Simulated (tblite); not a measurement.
Isomers of C2H11Si3 (doublet state). All values are computed: GFN2-xTB (tblite) harmonic vibrations without scaling, gas phase. This tight-binding method is rough: wavenumbers can miss measured ones by several per cent, in bad cases by 10 to 20. Modes of hydrogen on silicon can be 10 to 20 % off. One conformer each. Open shells enter through the occupations alone, without spin polarisation, and single modes of such species can be off by tens of per cent.

Electronic energies: GFN2-xTB at the same geometries; isomer energies are rough at this level and their order can be wrong.

```json
{"SMILES": "[SiH2][C@@H]([SiH3])C[SiH3]", "electronic energy, lowest = 0 (kcal/mol)": "2.6"}
{"SMILES": "[SiH3][CH]C([SiH3])[SiH3]", "electronic energy, lowest = 0 (kcal/mol)": "3.0"}
{"SMILES": "[SiH3]C[C]([SiH3])[SiH3]", "electronic energy, lowest = 0 (kcal/mol)": "0.0"}
{"SMILES": "[SiH2]CC([SiH3])[SiH3]", "electronic energy, lowest = 0 (kcal/mol)": "3.5"}
```

Task: How do GFN2-xTB zero-point energies change the relative energies?

Result: 
| SMILES | ZPE (kcal/mol) | of it from modes above 1550 cm⁻¹ | electronic (kcal/mol) | with ZPE, lowest = 0 (kcal/mol) | lowest mode (cm⁻¹) | rings |
| --- | --- | --- | --- | --- | --- | --- |
| [SiH3]C[C]([SiH3])[SiH3] | 64.8 | 37.0 | 0.0 | 0.0 | 36 | 0 |
| [SiH2][C@@H]([SiH3])C[SiH3] | 67.3 | 38.2 | 2.6 | 5.2 | 77 | 0 |
| [SiH3][CH]C([SiH3])[SiH3] | 64.4 | 37.3 | 3.0 | 2.6 | 21 | 0 |
| [SiH2]CC([SiH3])[SiH3] | 67.4 | 38.4 | 3.5 | 6.1 | 48 | 0 |

The zero-point energies span 3.0 kcal/mol, from `[SiH3][CH]C([SiH3])[SiH3]` to `[SiH2]CC([SiH3])[SiH3]`. The lowest isomer stays, but the order above it changes.

Task: What do entropy and thermal enthalpy add at 298.15 K and 1 bar (rigid rotor, harmonic oscillator, one conformer each)?

Result: 
| SMILES | point group | symmetry number | S (cal/(mol K)) | H − H(0) (kcal/mol) | ZPE + H − H(0) − TS (kcal/mol) |
| --- | --- | --- | --- | --- | --- |
| [SiH3]C[C]([SiH3])[SiH3] | Cs | 1 | 103.1 | 7.26 | 41.3 |
| [SiH2][C@@H]([SiH3])C[SiH3] | C1 | 1 | 97.1 | 6.89 | 45.3 |
| [SiH2]CC([SiH3])[SiH3] | C1 | 1 | 98.8 | 6.98 | 44.9 |

S holds R ln(2S + 1) for the spin.

Not tabulated: `[SiH3][CH]C([SiH3])[SiH3]` (lowest mode only 21 cm⁻¹).
